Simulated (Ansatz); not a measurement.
Geometry optimisation, RKS B3LYP-D4/def2-SVP in Ansatz 0.2.0.

The input (input.yaml):

```yaml
crystal:
  periodic: [false, false, false]
  atoms:
    - { symbol: B, position_ang: [-0.8303, 0.1045, -0.1238] }
    - { symbol: C, position_ang: [0.8881, 0.0692, -0.8354] }
    - { symbol: F, position_ang: [-1.6309, -0.5756, -0.931] }
    - { symbol: F, position_ang: [-1.1378, 1.3623, 0.1724] }
    - { symbol: H, position_ang: [0.2692, -0.4185, 0.3183] }
    - { symbol: Se, position_ang: [-0.6834, -1.0705, 1.946] }
    - { symbol: H, position_ang: [0.5529, 0.669, -1.6773] }
    - { symbol: H, position_ang: [1.2444, -0.8829, -1.2137] }
    - { symbol: H, position_ang: [1.6761, 0.6131, -0.3244] }
    - { symbol: H, position_ang: [-0.3483, 0.1295, 2.6689] }
basis:
  gaussian: { orbitals: def2-SVP }
hamiltonian:
  xc: b3lyp
  dispersion: d4
relax:
  f_tol: 0.15
  max_steps: 25
  restrain:
    - { distance: [0, 5], at: 2.04, k: 30.0 }
    - { distance: [4, 1], at: 1.07, k: 30.0 }
    - { distance: [0, 1], at: 2.9, k: 30.0 }
    - { distance: [4, 5], at: 2.81, k: 30.0 }
output:
  orbitals: {}
```

Command:

```bash
$ ansatz run input.yaml --threads 2 --pin off --max-ram 3072MiB --backend cpu --events-out ev --progress --plain --runs-dir out
```

Where does it end, and by what steps?

The run converged. The restraints hold the end off the free minimum. After 7 steps the energy has fallen by 2.001 eV (the restraints' own energy left out); B1 moved furthest, 0.73 Å. Parted: B1–C2, B1–H5. Joined: C2–H5.

```csv
step,energy less start (eV),largest force component (eV/Å),accepted
0,0.0000,1.226,yes
1,-0.3780,2.452,yes
2,-0.7750,3.474,yes
3,-1.0423,2.603,yes
4,-1.7273,0.964,yes
5,-1.9366,0.805,yes
6,-1.9431,1.226,no
7,-2.0012,0.782,yes
```

```xyz
10
Properties=species:S:1:pos:R:3
B -1.394 0.041 0.336
C 1.219 0.015 -0.932
F -1.801 -0.568 -0.758
F -1.246 1.350 0.329
H 0.756 -0.349 -0.022
Se -1.073 -1.038 2.004
H 0.498 0.561 -1.552
H 1.599 -0.850 -1.492
H 2.044 0.685 -0.656
H -0.601 0.151 2.743
```

Whether the end is a true minimum wasn't checked by a vibrational analysis.

Run time: 23 s on 2 threads of AMD EPYC 7R13 Processor (Zen 3), with other jobs on the host, peak memory 0.3 GiB.
